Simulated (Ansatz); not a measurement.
Geometry optimisation, Ansatz, RKS PBE0-D4/def2-SVP.

input.yaml

```yaml
crystal:
  periodic: [false, false, false]
  atoms:
    - { symbol: Si, position_ang: [-0.543, -0.6084, 0.1483] }
    - { symbol: C, position_ang: [0.8902, 0.8416, -0.6077] }
    - { symbol: O, position_ang: [0.1231, -1.582, -0.8831] }
    - { symbol: H, position_ang: [0.76, -0.4822, -1.0509] }
    - { symbol: O, position_ang: [-2.0096, 0.006, -0.1008] }
    - { symbol: O, position_ang: [-0.3967, -0.7901, 1.7582] }
    - { symbol: H, position_ang: [1.0866, 1.3954, 0.3069] }
    - { symbol: H, position_ang: [0.3639, 1.5026, -1.2884] }
    - { symbol: H, position_ang: [1.8867, 0.6557, -1.0203] }
    - { symbol: H, position_ang: [-2.53, 0.3047, 0.6425] }
    - { symbol: H, position_ang: [0.3687, -1.2433, 2.0953] }
basis:
  gaussian: { orbitals: def2-SVP }
hamiltonian:
  xc: pbe0
  dispersion: d4
relax:
  f_tol: 0.15
  max_steps: 25
  restrain:
    - { distance: [3, 1], at: 1.07, k: 30.0 }
    - { distance: [0, 1], at: 3.17, k: 30.0 }
    - { distance: [3, 2], at: 2.27, k: 30.0 }
```

Command:

```bash
$ ansatz run input.yaml --threads 2 --pin off --max-ram 3072MiB --backend cpu --events-out ev --progress --plain --runs-dir out
```

Where does it end, and by what steps?

The forces met the threshold. The restraints hold the end off the free minimum. After 9 steps the energy has fallen by 0.844 eV (the restraints' own energy left out); H9 moved furthest, 0.64 Å. Parted: Si1–C2. Joined: C2–H4.

```tsv
step	energy less start (eV)	largest force component (eV/Å)	accepted
0	0.0000	1.993	yes
1	0.4480	2.574	yes
2	0.2298	3.907	yes
3	-0.1948	1.618	yes
4	-0.7084	0.954	yes
5	-0.8106	0.327	yes
6	-0.8404	0.365	yes
7	-0.8397	0.318	yes
8	-0.8429	0.381	yes
9	-0.8436	0.517	yes
```

```xyz
11
Properties=species:S:1:pos:R:3
Si -0.869 -1.085 0.298
C 1.180 1.016 -0.896
O -0.154 -1.989 -0.698
H 0.934 -0.027 -1.083
O -2.122 -0.090 0.007
O -0.532 -0.911 1.892
H 0.975 1.286 0.152
H 0.587 1.663 -1.556
H 2.249 1.174 -1.089
H -2.455 0.407 0.762
H 0.206 -1.444 2.209
```

Whether the end is a true minimum wasn't checked by a vibrational analysis.

Run time: 27 s on 2 threads of Arm Neoverse V1, on a shared host, peak memory 0.22 GiB.
